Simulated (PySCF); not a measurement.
## Mn⁺ (manganese, charge +1): UHF calculation

Configuration: [Ar] 3d5 4s1, high-spin 7S determinant. Calculation: PySCF 2.14, in def2-TZVP; the non-relativistic Hamiltonian (point nucleus).

```
Total energy                                     : -1149.626968 hartree
One-electron energy                              : -1578.0891 hartree
Hartree (Coulomb) energy                         : 479.3550 hartree
Exchange energy                                  : -50.8928 hartree
Kinetic energy                                   : 1149.60331 hartree
⟨S²⟩                                             : 12.0003
⟨L²⟩                                             : 0.000
Sum of ⟨r⟩                                       : 17.91 bohr
Sum of ⟨r²⟩                                      : 25.96 bohr²
Density at the nucleus (Gaussians lack the cusp) : 10300 bohr⁻³
Spin density at the nucleus                      : 4.35 bohr⁻³
Langevin diamagnetic susceptibility              : -20.6 ×10⁻⁶ cm³/mol
Time after the integrals                         : 0.25 s of wall time on 1 thread of Neoverse-N1 (shared host)
```

| shell | electrons | mean orbital energy (eV) | rms radius, mean of both spins (bohr) |
| --- | --- | --- | --- |
| 1s α | 1 | -6553.3 | 0.0713 |
| 1s β | 1 | -6553.2 | 0.0713 |
| 2s α | 1 | -801.97 | 0.305 |
| 2s β | 1 | -798.18 | 0.305 |
| 2p α | 3 | -685.00 | 0.274 |
| 2p β | 3 | -681.35 | 0.274 |
| 3s α | 1 | -117.51 | 0.924 |
| 3s β | 1 | -106.03 | 0.924 |
| 3p α | 3 | -82.269 | 0.991 |
| 3p β | 3 | -68.601 | 0.991 |
| 3d α | 5 | -25.441 | 1.27 |
| 4s α | 1 | -14.804 | 3.10 |
